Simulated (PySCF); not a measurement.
**Polarisability and C₆ of Pt⁺ (platinum, charge +1)**

[Xe] 4f14 5d9, 2D determinant. All numbers are calculated (PySCF 2.14, scalar relativity through the core potential, in aug-cc-pVTZ-PP with one added diffuse shell each of s, p, d, f, g type with ECP60MDF (7s7p6d4f3g, 113 functions)). Coupled (time-dependent) response in atomic units; α is the mean over directions.

| method | mean α (bohr³) | α xx, yy, zz | C₆ (like pair) | S(−4) |
| --- | --- | --- | --- | --- |
| PBE0 | 16.17 | 16.06, 16.06, 16.39 | 121.4 | 83.65 |

S(−4) is the Cauchy moment in α(ω) = α(0) + S(−4) ω² + …

Spin-orbit coupling is absent.

α(iu) at PBE0:

```csv
u (hartree),α(iu) (bohr³)
0,16.17
0.0500,15.97
0.100,15.40
0.200,13.68
0.300,11.86
0.500,9.012
0.750,6.715
1.00,5.212
1.50,3.401
2.00,2.386
3.00,1.346
5.00,0.5865
```

For an ion, C₆ is the dispersion term alone; charge-induced terms of lower order in 1/R come first.

The components differ because the open shell of this determinant is not spherical; for a pure term their mean is the scalar polarisability.

Energies and moments cover only the electrons outside the core potential. Spin-orbit coupling, absent here, splits the open shell strongly. ⟨S²⟩ = 0.93 against 0.75 shows spin contamination.
